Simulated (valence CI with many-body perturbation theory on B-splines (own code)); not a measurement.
## E1 line list for Mn20+

Calculated by configuration interaction combined with many-body perturbation theory (CI+MBPT): three valence electrons over a frozen Dirac-Fock core [He], a basis of 11 s, 11 p, 9 d, 7 f, 5 g, 2 h, 1 i functions for each j, with the one-electron correlation potential Σ1 (screened to all orders), the two-electron term Σ2, the three-electron term Σ3, Breit, model QED; selected single and double excitations, second order for the rest (own B-spline code, finite nucleus).

No measured levels were compared; by estimate levels of excited configurations hold to 0.05 to 0.15 % of their energy, terms of the ground configuration to about 0.5 %.

Lines 51 to 100 of 241 in falling wavelength, among levels below 8675.4 × 10³ cm⁻¹, chosen from the strongest by gf and those to the six lowest levels. Wavelengths and rates use the calculated energies, so an error of 700 cm⁻¹ moves a line at 148.9 Å by 0.1 % and its rate by three times that or more. Electric multipoles are in the length gauge, E1 and E2 with the static RPA response of the core. Weak lines are less certain than strong ones. Lines between different terms over intervals too small for the method are left out, as are lines whose strength nearly cancels. The highest levels of a list are the least certain.

Names give the largest LS component (configuration and term), which can be under half, so a name can repeat, a term be missing and a line seem to break the LS rules; names also repeat where a configuration has a term twice. Letters in brackets count levels of one name in rising energy.

```
λ vac (Å)               Upper               Lower   A (s⁻¹)  S (a.u.)
    148.9        2p²3s ⁴P_3/2      2s2p3s ⁴P°_1/2  7.77e+09  5.07e-02
    146.0        2p²3s ⁴P_5/2      2s2p3s ⁴P°_3/2  5.81e+09  5.36e-02
    145.5        2s2p² ²D_3/2       2s²2p ²P°_1/2  9.22e+09  5.60e-02
    144.7        2p²3s ²D_3/2  2s2p3s ²P°_3/2 [a]  9.31e+09  5.56e-02
    143.5  2s2p3d ²F°_7/2 [b]        2s²3d ²D_5/2  1.01e+10  1.18e-01
    141.5         2p³ ⁴S°_3/2        2s2p² ⁴P_5/2  1.78e+10  9.95e-02
    141.4  2s2p3d ²F°_5/2 [b]        2s²3d ²D_3/2  1.02e+10  8.53e-02
    139.8   2s2p3p ²D_5/2 [b]       2s²3p ²P°_3/2  1.42e+10  1.15e-01
    139.2  2s2p3d ²D°_3/2 [b]        2s²3d ²D_3/2  1.79e+10  9.54e-02
    138.7  2s2p3d ²D°_5/2 [b]        2s²3d ²D_5/2  1.93e+10  1.52e-01
    138.3   2s2p3p ²P_1/2 [b]       2s²3p ²P°_1/2  1.85e+10  4.83e-02
    138.1   2s2p3p ²P_3/2 [b]       2s²3p ²P°_3/2  1.84e+10  9.58e-02
    137.5       2s2p3p ²D_3/2       2s²3p ²P°_1/2  1.56e+10  7.99e-02
    137.4  2s2p3s ²P°_3/2 [b]        2s²3s ²S_1/2  1.66e+10  8.53e-02
    134.2  2s2p3d ²P°_3/2 [b]        2s²3d ²D_5/2  2.13e+10  1.02e-01
    132.9         2p³ ⁴S°_3/2        2s2p² ⁴P_3/2  1.37e+10  6.37e-02
    127.3         2p³ ²P°_1/2        2s2p² ²D_3/2  2.48e+10  5.05e-02
    125.3         2p³ ⁴S°_3/2        2s2p² ⁴P_1/2  8.92e+09  3.47e-02
    124.0        2s2p² ²P_1/2       2s²2p ²P°_1/2  3.46e+10  6.51e-02
    123.2        2s2p² ²S_1/2       2s²2p ²P°_3/2  3.08e+10  5.69e-02
    122.9         2p³ ²P°_3/2        2s2p² ²D_5/2  1.25e+10  4.60e-02
    121.1        2s2p² ²P_3/2       2s²2p ²P°_3/2  4.00e+10  1.40e-01
    120.4         2p³ ²P°_3/2        2s2p² ²D_3/2  4.31e+09  1.49e-02
    115.7         2p³ ²D°_5/2        2s2p² ⁴P_5/2  1.40e+09  6.40e-03
    112.8         2p³ ²D°_3/2        2s2p² ⁴P_3/2  1.54e+09  4.37e-03
    109.8        2s2p² ²S_1/2       2s²2p ²P°_1/2  2.37e+09  3.10e-03
    108.1        2s2p² ²P_3/2       2s²2p ²P°_1/2  5.86e+09  1.46e-02
    14.49       2s²3p ²P°_1/2        2s2p² ²D_3/2  1.46e+11  4.37e-04
    14.08        2p²3s ²D_3/2         2p³ ²P°_3/2  1.71e+12  9.41e-03
    13.95  2s2p3s ²P°_1/2 [a]        2s2p² ²D_3/2  1.28e+12  3.43e-03
    13.92        2p²3s ²P_1/2         2p³ ²D°_3/2  1.97e+12  5.26e-03
    13.90        2p²3s ²P_3/2         2p³ ²D°_5/2  1.37e+12  7.29e-03
    13.85  2s2p3s ²P°_3/2 [b]        2s2p² ²P_3/2  1.04e+12  5.43e-03
    13.84  2s2p3s ²P°_3/2 [a]        2s2p² ²D_5/2  1.54e+12  8.04e-03
    13.81  2s2p3s ²P°_3/2 [a]        2s2p² ²D_3/2  1.22e+11  6.35e-04
    13.78        2p²3s ⁴P_3/2         2p³ ⁴S°_3/2  1.27e+12  6.59e-03
    13.77  2s2p3d ²D°_5/2 [a]        2s2p² ²P_3/2  6.19e+11  4.79e-03
    13.76        2p²3s ²D_5/2         2p³ ²D°_5/2  1.56e+12  1.20e-02
    13.71        2p²3s ⁴P_5/2         2p³ ⁴S°_3/2  1.41e+12  1.08e-02
    13.67      2s2p3s ⁴P°_3/2        2s2p² ⁴P_5/2  1.19e+12  5.98e-03
    13.66        2s²3s ²S_1/2       2s²2p ²P°_3/2  1.56e+12  3.93e-03
    13.65  2s2p3d ²F°_5/2 [a]        2s2p² ²P_3/2  7.46e+11  5.62e-03
    13.63      2s2p3s ⁴P°_1/2        2s2p² ⁴P_3/2  2.05e+12  5.13e-03
    13.62  2s2p3s ²P°_3/2 [b]        2s2p² ²P_1/2  1.28e+12  6.40e-03
    13.58  2s2p3d ²P°_3/2 [a]        2s2p² ²P_3/2  1.79e+12  8.87e-03
    13.58      2s2p3s ⁴P°_3/2        2s2p² ⁴P_3/2  2.91e+11  1.44e-03
    13.58  2s2p3d ²D°_3/2 [a]        2s2p² ²P_1/2  2.63e+12  1.30e-02
    13.56  2s2p3d ²P°_3/2 [a]        2s2p² ²S_1/2  3.51e+12  1.73e-02
    13.55      2s2p3s ⁴P°_1/2        2s2p² ⁴P_1/2  4.42e+11  1.08e-03
    13.54      2s2p3s ⁴P°_5/2        2s2p² ⁴P_5/2  1.82e+12  1.33e-02
```
